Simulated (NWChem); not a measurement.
System meant: HfH2Cl2; SMILES [Cl][HfH2][Cl]

NWChem input:

```
start job
memory heap 200 mb stack 900 mb global 1100 mb
geometry units angstroms noautoz
  Hf     0.000000     0.000000    -0.276553
  Cl     1.998738     0.000000     0.922849
  Cl    -1.998738     0.000000     0.922849
  H      0.000000    -1.466871    -1.372864
  H      0.000000     1.466871    -1.372864
end
basis spherical
  * library def2-svp
end
ecp
  Hf library def2-ecp
end
dft
  odft
  mult 2
  xc pbe0
  iterations 150
  mulliken
end
task dft energy
```

End of the output:

```
 Summary of "ao basis" -> "" (spherical)
 ------------------------------------------------------------------------------
       Tag                 Description            Shells   Functions and Types
 ---------------- ------------------------------  ------  ---------------------
 *                          def2-svp                  on all atoms

                                 NWChem DFT Module
                                 -----------------

 Summary of "ao basis" -> "ao basis" (spherical)
 ------------------------------------------------------------------------------
       Tag                 Description            Shells   Functions and Types
 ---------------- ------------------------------  ------  ---------------------
 Hf                         def2-svp                12       32   6s3p2d1f
 Cl                         def2-svp                 8       18   4s3p1d
 H                          def2-svp                 3        5   2s1p

 Summary of "ao basis" -> "ao basis" (spherical)
 ------------------------------------------------------------------------------
       Tag                 Description            Shells   Functions and Types
 ---------------- ------------------------------  ------  ---------------------
 Hf                         def2-svp                12       32   6s3p2d1f
 Cl                         def2-svp                 8       18   4s3p1d
 H                          def2-svp                 3        5   2s1p

      Symmetry analysis of basis
      --------------------------

        a1         32
        a2          9
        b1         21
        b2         16

  number of electrons :                   48
  multiplicity        :                    2
 ------------------------------------------------------------------------
  no. of electrons and multiplicity not compatible                  48
 ------------------------------------------------------------------------
 ------------------------------------------------------------------------
  current input line :
    23: task dft energy
 ------------------------------------------------------------------------
 ------------------------------------------------------------------------
 There is an error in the input file
 ------------------------------------------------------------------------
 For more information see the NWChem manual at https://nwchemgit.github.io

0: no. of electrons and multiplicity not compatible:Received an Error in Communication
```

Problem. What is wrong, and how is it mended?

Solution. The input was rejected before any calculation. Cause: the multiplicity doesn't fit the number of electrons (an even count wants an odd multiplicity, and the reverse). This input runs:
```
start job
memory heap 200 mb stack 900 mb global 1100 mb
geometry units angstroms noautoz
  Hf     0.000000     0.000000    -0.276553
  Cl     1.998738     0.000000     0.922849
  Cl    -1.998738     0.000000     0.922849
  H      0.000000    -1.466871    -1.372864
  H      0.000000     1.466871    -1.372864
end
basis spherical
  * library def2-svp
end
ecp
  Hf library def2-ecp
end
dft
  xc pbe0
  iterations 150
  mulliken
end
task dft energy
```
It converges to -969.12517 Ha (PBE0/def2-SVP with def2 effective core potentials on Hf).
